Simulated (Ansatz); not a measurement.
Program: Ansatz. Geometries: PBE0-D4/def2-TZVP. ΔE: electronic, gas phase. CCSD(T)/CBS is the MP2 limit (def2-TZVPP, def2-QZVPP) plus CCSD(T) − MP2 in def2-TZVPP, frozen cores. This one scheme is used for every species. DFT in def2-TZVPP. For As outer-core shells are correlated without core-valence functions, which leaves a few kJ/mol of doubt a bond. Scalar relativity is left out up to krypton.

Reaction (formal exchange of groups at a B–As bond): `B[AsH2]` + `[SiH3]Cl` → `B[SiH2]Cl` + `[AsH3]`

**Question.** Is it downhill or uphill in electronic energy at CCSD(T)/CBS, and by how much? (An estimate is asked.)

**Answer.** Ansatz gave: Uphill: ΔE = +46.6 kJ/mol.

**Question.** What do these levels give: r2SCANh-D4, BHLYP-D4, CAM-B3LYP-D4, r2SCAN, SCS-MP2/def2-QZVPP, MP2/CBS(def2)? (Best estimate.)

**Answer.** Computed: r2SCANh-D4 45.0, BHLYP-D4 42.5, CAM-B3LYP-D4 41.3, r2SCAN 45.1, SCS-MP2/def2-QZVPP 49.4, MP2/CBS(def2) 54.1 kJ/mol.

Largest T1 diagnostic among the species: 0.014.

Leaving LDA and LC-ωPBE aside and taking each functional with its dispersion term where it has one, the values, not all of them listed here, spread over 9.2 kJ/mol, from B97M-V to PBE-QIDH. At CCSD(T), def2-SVP lies −4.8 kJ/mol from the extrapolated value and def2-TZVPP −0.7 kJ/mol. In def2-TZVPP, CCSD(T) changes the Hartree–Fock value by +3.6 kJ/mol (the triples alone add +1.5 kJ/mol) and MP2 by +11.1 kJ/mol.
